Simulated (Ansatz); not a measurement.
Consider the formal exchange of groups at a Te–Si bond: `O[SiH2][TeH]` + `[CH3][AlH][CH3]` → `[CH3][Al]([CH3])[TeH]` + `O[SiH3]`.

Computed with Ansatz on PBE0-D4/def2-TZVP structures; ΔE is electronic, products minus reactants. CCSD(T)/CBS is the MP2 limit (def2-TZVPP, def2-QZVPP) plus CCSD(T) − MP2 in def2-TZVPP, frozen cores. Functionals use def2-TZVPP. Elements past krypton have def2 core potentials. For Te outer-core shells are correlated without core-valence functions, which leaves a few kJ/mol of doubt a bond. One conformer a species, not always the lowest.

```
                species  r2SCAN0-D4 energy (Eh)
         `O[SiH2][TeH]`              -635.25131
      `[CH3][AlH][CH3]`              -322.80209
`[CH3][Al]([CH3])[TeH]`              -590.96164
              `O[SiH3]`              -367.11759
```

**Question.** Work out ΔE.

**Answer.** ΔE = (-590.96164) + (-367.11759) − (-635.25131) − (-322.80209) = -0.02583 Eh = -67.8 kJ/mol. CCSD(T)/CBS gives -69.7 kJ/mol.

Largest T1 diagnostic among the species: 0.011.

From BLYP to BHLYP (50 % exact exchange), in def2-TZVPP and without D4, ΔE moves by −6.7 kJ/mol. At CCSD(T), def2-SVP lies −5.1 kJ/mol from the extrapolated value and def2-TZVPP −1.7 kJ/mol.
